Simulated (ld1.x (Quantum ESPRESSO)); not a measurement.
Debugging a pseudopotential input (Hg, ld1.x (Quantum ESPRESSO) 7.5)

Command:

```bash
ld1.x < Hg.in > Hg.out
```

Input:

```
&input
   title='Hg', zed=80., rel=2, dft='PBESOL', iswitch=3,
   config='[Xe] 4f14 5d10 6s1.5 6p0', rel_dist='average',
   nld=5, rlderiv=2.30, eminld=-7.0, emaxld=5.0, deld=0.02
 /
 &inputp
   pseudotype=3, tm=.true., lloc=-1, rcloc=1.95,
   nlcc=.false.,
   which_augfun='PSQ', rmatch_augfun_nc=.true.,
   file_pseudopw='Hg.UPF', file_wfcaegen='ae.wfc', file_wfcncgen='nc.wfc', file_beta='beta', file_chi='chi', file_wfcusgen='us.wfc'
 /
6
6S  1  0   1.50   0.00  1.75  2.10  0.0
6S  1  1   0.00  -0.20  1.75  2.10  0.0
5P  2  1   6.00   0.00  1.35  1.55  0.0
6P  3  1   0.00   0.00  1.35  1.55  0.0
5D  3  2  10.00   0.00  1.40  1.60  0.0
5D  3  2   0.00  -0.45  1.40  1.60  0.0
 &test
   configts(1)='5p6 5d10 6s1.5 6p0'
 /
```

Output:

```
Program LD1 v.7.5

 %%%%%%%%%%%%%%%%%%%%%%%%%%%%%%%%%%%%%%%%%%%%%%%%%%%%%%%%%%%%%%%%%%%%%%%%%%%%%%
     Error in routine read_psconfig (2):
     ps-label wrong?
 %%%%%%%%%%%%%%%%%%%%%%%%%%%%%%%%%%%%%%%%%%%%%%%%%%%%%%%%%%%%%%%%%%%%%%%%%%%%%%

     stopping ...
```

Question: This input was made by a single change from one that runs to its end. What was changed?

Answer: The change: angular momentum of 6S typed wrongly. The program refuses the input: "read_psconfig: ps-label wrong?".
